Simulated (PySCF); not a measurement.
**H3InN, SMILES `[NH2][InH]` (H–N–In–H torsion 7°) (charge 0, multiplicity 2)**

Level of theory: CAM-B3LYP-D3(BJ)/def2-TZVP (PySCF).

```
Quantity                                                       Result
-----------------------------  --------------------------------------
highest occupied spin orbital                                -6.80 eV
dipole moment                                               0.124 e·Å
total energy                                             -246.6339 Ha
cost                           about 60 core-seconds (a rough figure)
```

```xyz
5

N     -0.7976    -0.0206    -0.0394
In     1.0972    -0.6176     0.3435
H     -1.0394     0.9071    -0.3505
H     -1.6188    -0.5552     0.1885
H      2.3700     0.5169    -0.0734
```
Charge 0, spin multiplicity 2.
